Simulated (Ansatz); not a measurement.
`C[N](C)[SbH2]`, relaxed with RKS PBE-D4/def2-SVP in Ansatz 0.2.0 from a rough embedded geometry. The force threshold is 0.03 eV/Å; the program also tests the step.

Total charge 0; spin multiplicity 1. Sb takes the def2 core potential.

Start:

```xyz
12

C    -1.155    0.478    0.514
N     0.001   -0.282    0.254
C    -0.068   -0.804   -1.086
Sb    1.672    0.871    0.380
H    -2.101   -0.088    0.485
H    -1.275    1.388   -0.191
H    -1.129    0.921    1.550
H     0.796   -1.488   -1.299
H    -0.978   -1.484   -1.250
H    -0.121   -0.023   -1.887
H     1.603    0.991    2.124
H     2.756   -0.479    0.405
```

**Question.** By how much does the energy fall, and how many steps does the optimiser take? (Estimate.)

**Answer.** The calculation gave: 23.88 kJ/mol, in 4 steps.

**Question.** Which bonds change most? (Estimate.)

**Answer.** Computed: N2–Sb4 from 2.034 to 2.122 Å; C1–N2 from 1.407 to 1.451 Å; C1–H6 from 1.158 to 1.124 Å; C3–H9 from 1.148 to 1.115 Å.

**Question.** Give the relaxed structure. (Estimate.)

**Answer.** Computed: 
```xyz
12

C    -1.183    0.553    0.510
N     0.012   -0.198    0.173
C    -0.075   -0.820   -1.136
Sb    1.796    0.918    0.443
H    -2.062   -0.133    0.505
H    -1.437    1.397   -0.188
H    -1.105    0.973    1.535
H     0.831   -1.427   -1.342
H    -0.946   -1.516   -1.155
H    -0.217   -0.114   -1.999
H     1.621    0.893    2.175
H     2.767   -0.525    0.479
```
